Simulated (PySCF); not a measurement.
# Working with the constants of Sb2

RHF-CCSD(T) constants of Sb2, ¹Σg⁺ (singlet), closed shell (PySCF, spin-free X2C with a Gaussian nucleus, basis sets Sb x2c-TZVPPall; masses 120.9038 and 120.9038 u):

- ωe: 273.9 cm⁻¹
- ωexe: 0.523 cm⁻¹
- Be: 0.04463 cm⁻¹
- αe: 0.000104 cm⁻¹
- De to Sb + Sb: 2.63 eV

(1) What force constant and bond length do these constants imply?

(2) Estimate the centrifugal constant D from the Kratzer relation and find the Dunham coefficient a1.

Correlated steps freeze 36 core orbitals. Spin–orbit coupling is left out, which matters for elements this heavy, above all for dissociation energies. Where the molecule has an RHF reference, its open-shell atoms are computed with UHF.

## Answers

(1) Reduced mass μred = 60.452 u; k = 5.8918×10⁻⁷·μred·ωe² (u, cm⁻¹, mdyn/Å) = 2.67 mdyn/Å; Re = √(16.8576/(μred·Be)) (u, cm⁻¹, Å) = 2.500 Å.

(2) D = 4Be³/ωe² = 4.74e-09 cm⁻¹; a1 = −1 − αeωe/(6Be²) = -3.38.
